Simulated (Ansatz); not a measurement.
F₂H₄N₂Zr (`[NH2][Zr]([NH2])([F])[F]`). Charge 0, multiplicity 1. Zr: def2 effective core potential.

Cartesian coordinates in Å:
```
N 0.4631 -1.5161 0.5958
Zr 0.4602 0.4847 0.2602
N -1.1100 0.8482 -0.9636
F 0.2471 1.3901 1.9366
F 2.1112 0.9716 -0.5840
H -0.1927 -2.1843 0.2175
H 1.1305 -2.0071 1.1760
H -2.0400 1.1123 -0.6654
H -1.0694 0.9007 -1.9730
```

Problem. List the harmonic frequencies (cm⁻¹, unscaled) at PBE0-D4/def2-TZVP in Ansatz. (Best estimate.)

Solution. Ansatz gave: 104, 155, 156, 164, 174, 227, 248, 453, 475, 491, 503, 640, 651, 659, 664, 1540, 1542, 3554, 3562, 3645, 3656.

Problem. Is this a minimum?

Solution. Yes, all 21 modes are real.

Problem. Give the ideal-gas thermochemistry at 298.15 K and 1 bar (rigid rotor, harmonic oscillator; point group Cs, symmetry number 1).

Solution. Zero-point energy 139.2 kJ/mol; H(298) − E = 164.1 kJ/mol; entropy 375.9 J/(mol·K), of which translation 172.2, rotation 114.0, vibration 89.7; G(298) − E = 52.0 kJ/mol.

Problem. And at 400, 500, 600, 800 and 1000 K?

Solution. 
| T (K) | H − E (kJ/mol) | S (J/mol/K) | G − E (kJ/mol) |
| --- | --- | --- | --- |
| 400 | 177.6 | 414.9 | 11.7 |
| 500 | 192.0 | 446.9 | -31.5 |
| 600 | 207.1 | 474.4 | -77.6 |
| 800 | 238.8 | 520.0 | -177.2 |
| 1000 | 272.2 | 557.2 | -285.0 |
